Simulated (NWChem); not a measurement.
**Correlation energy of CCl**

```xyz
2

C      0.0000     0.0000     1.2387
Cl     0.0000     0.0000    -0.4372
```
Charge 0, spin multiplicity 2.

Program: NWChem. The geometry was optimised at UPBE/def2-SVP, a minimum by its harmonic frequencies.

Basis set: cc-pVTZ. Each correlation energy counts from its own Hartree-Fock reference.

| method | correlation energy (mHa) |
|---|---|
| URI-MP2 | -291.2 |
| UMP2 | -291.2 |
| SCS-UMP2 | -288.1 |
| CCSD on UHF | -322.2 |
| CCSD[T] on UHF | -339.0 |
| CCSD(T) on UHF | -338.1 |
| CCSD on ROHF | -327.7 |
| CCSD[T] on ROHF | -345.1 |
| CCSD(T) on ROHF | -344.1 |

The values span 57.0 mHa, from CCSD[T] on ROHF (lowest) to SCS-UMP2 (highest). 

The correlated methods keep 6 core orbitals frozen. This spin state was chosen for the runs; another may lie lower. The structure started from a generated list of species. The unpaired electrons of the parent sit in orbitals of symmetry b1 (C2v labels of the run); other states weren't searched. No SCF solution was tested for a lower state. Open-shell Hartree-Fock references start from PBE0 orbitals. Coupled-cluster values serve here as a point of comparison, not as the truth.
